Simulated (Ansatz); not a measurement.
`CC(F)I` → `F[CH]I`• + `[CH3]`• at 700 K and 1 bar (homolysis of the C–C bond).

Gas-phase electronic energies from Ansatz, PBE0-D4/def2-TZVP geometries. CCSD(T)/CBS adds triple-zeta CCSD(T) − MP2 to the extrapolated MP2 energy (def2 sets, frozen cores). This one scheme is used for every species. No spin–orbit coupling; open shells (•) take unrestricted orbitals. Elements past krypton have def2 core potentials. For I outer-core shells are correlated without core-valence functions, which leaves a few kJ/mol of doubt a bond.

| species | CCSD(T)/CBS energy (Eh) | H − E (kJ/mol) | S (J/(mol·K)) |
| --- | --- | --- | --- |
| `CC(F)I` | -475.73937 | 207.2 | 394.5 |
| `F[CH]I`• | -435.79891 | 78.9 | 338.0 |
| `[CH3]`• | -39.78218 | 106.9 | 232.5 |

H − E and S are ideal-gas, rigid-rotor, harmonic terms from PBE0-D4/def2-TZVP, for one conformer and one mirror image of each species, with the whole ground term of open shells counted as degenerate. 1 Eh = 2625.50 kJ/mol, R = 8.31446 J/(mol·K).

Question: By hand: ΔE, ΔH, ΔS and ΔG.

Answer: ΔE = (-435.79891) + (-39.78218) − (-475.73937) = 0.15828 Eh = 415.6 kJ/mol. Δ(H − E) = 78.9 + 106.9 − 207.2 = -21.4, so ΔH = 394.2 kJ/mol. ΔS = 338.0 + 232.5 − 394.5 = 176.0 J/(mol·K). ΔG = 394.2 − 700 × (176.0)/1000 = 271.0 kJ/mol.

Question: By hand: the equilibrium constant, and the temperature at which ΔG would vanish if ΔH and ΔS stayed fixed.

Answer: log₁₀ K = −ΔG/(RT ln 10) = -20.2. ΔG = 0 at ΔH/ΔS = 2240 K.

The number of gas molecules changes by +1, which sets the sign of ΔS. A doubt of 5 kJ/mol in ΔE shifts log₁₀ K by 0.4 here. Other conformers and mirror images would add mixing entropy, several J/(mol·K) or more a flexible species. These are equilibria of isolated gas molecules and say nothing of rates. Largest T1 diagnostic: 0.015 (customary marks: 0.02 for closed shells, 0.045 for open ones).
